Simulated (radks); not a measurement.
Values are calculated unless marked as measured or tabulated.
Ionisation of Cu, [Ar] 3d10 4s1, to Cu+, [Ar] 3d10, under several functionals. Non-relativistic Kohn-Sham, spin-polarised, spherical densities, point nucleus; open shells are filled with parallel spins first; a radial shooting solver on a logarithmic mesh with Libxc functionals.

functional                          E(Cu) (hartree)  Exc (hartree)  IE (eV)  -e(HOMO) (eV)  <r> HOMO (bohr)  IE error (eV)
exchange-only LDA                       -1635.23920      -61.75777    7.575          4.114            1.025         -0.151
B86b exchange with PBE correlation      -1640.63796      -67.27685    8.175          4.855            2.960         +0.449
SOGGA                                   -1638.76020      -65.36549    8.006          4.750            2.958         +0.280
RPBE                                    -1640.50286      -67.14086    8.022          4.753            2.984         +0.296
PBE                                     -1640.29880      -66.93069    8.144          4.828            2.966         +0.417
XLYP                                    -1640.91658      -67.54895    8.241          4.768            2.958         +0.515
exchange-only r2SCAN                    -1639.14502      -65.79842    7.375          4.159            1.012         -0.351

NIST Atomic Spectra Database: 7.726 eV (measured). Closest: exchange-only LDA. The Delta-SCF values span 0.87 eV, the total energies 5.68 hartree. The highest occupied level is 3d.
